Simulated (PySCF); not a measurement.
C₆ coefficients of unlike pairs at PBE0

Calculated with PySCF 2.14 from the dipole response of each species, C₆(A,B) = (3/π) ∫ α_A(iu) α_B(iu) du, in atomic units, from isotropic polarisabilities. For ions this is the dispersion term alone; charge-induced terms of lower order in 1/R come first.

```csv
species,configuration,basis,relativity,α (bohr³),C₆ (like pair)
Sb,[Kr] 4d10 5s2 5p3 (4S),aug-cc-pVTZ-PP with ECP28MDF (6s5p4d2f),core potential,45.72,495.7
Ga⁺,[Ar] 3d10 4s2 (1S),"x2c-QZVPPall with one added diffuse shell each of s, p, d, f type (12s8p6d5f1g)",spin-free X2C,18.28,93.64
B²⁺,[He] 2s1 (2S),aug-cc-pVDZ-DK (4s3p2d),spin-free X2C,7.337,9.943
P,[Ne] 3s2 3p3 (4S),dyall-av3z (19s12p3d2f),spin-free X2C,26.31,195.3
```

(1) Estimate C₆ for B²⁺ with Sb.

No spin-orbit coupling is included.

The other pairs:

```
    pair     C₆
  P, B²⁺  43.10
B²⁺, Ga⁺  29.70
  P, Ga⁺  134.7
   P, Sb  310.3
 Ga⁺, Sb  214.4
```

Results:

(1) The integral gives 69.48. The combination rule 2 C_A C_B / (C_A α_B/α_A + C_B α_A/α_B) gives 69.66 and the geometric mean 70.20.
